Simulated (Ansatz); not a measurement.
Consider the ligand exchange at the Si–N bond: `BN([SiH2][SiH3])[SiH2]Cl` + `NBO` → `NBO[SiH2]Cl` + `BN[SiH2][SiH3]`.

Computed with Ansatz on PBE0-D4/def2-TZVP structures; ΔE is electronic, products minus reactants. CBS: MP2 limit from def2 TZ/QZ plus the TZ coupled-cluster correction, frozen cores. This one scheme is used for every species. Functionals use def2-TZVPP. One conformer a species, not always the lowest.

| species | PBE0-D4 energy (Eh) |
| --- | --- |
| `BN([SiH2][SiH3])[SiH2]Cl` | -1413.26896 |
| `NBO` | -157.21481 |
| `NBO[SiH2]Cl` | -907.35748 |
| `BN[SiH2][SiH3]` | -663.14323 |

(1) Work out ΔE.

Largest T1 diagnostic among the species: 0.013.

Results:

(1) ΔE = (-907.35748) + (-663.14323) − (-1413.26896) − (-157.21481) = -0.01694 Eh = -0.46 eV. CCSD(T)/CBS gives -0.49 eV.

The D4 term adds +0.15 eV with B3LYP and +0.08 eV with PBE0; it sums over pairs of atoms, weighted by their polarisabilities, and B3LYP, whose exchange is more repulsive, gets the larger term. In def2-TZVPP, CCSD(T) changes the Hartree–Fock value by +0.23 eV (the triples alone add +0.04 eV) and MP2 by +0.26 eV.

B3LYP here is the variant with VWN-RPA as its local correlation; programs differ in this.
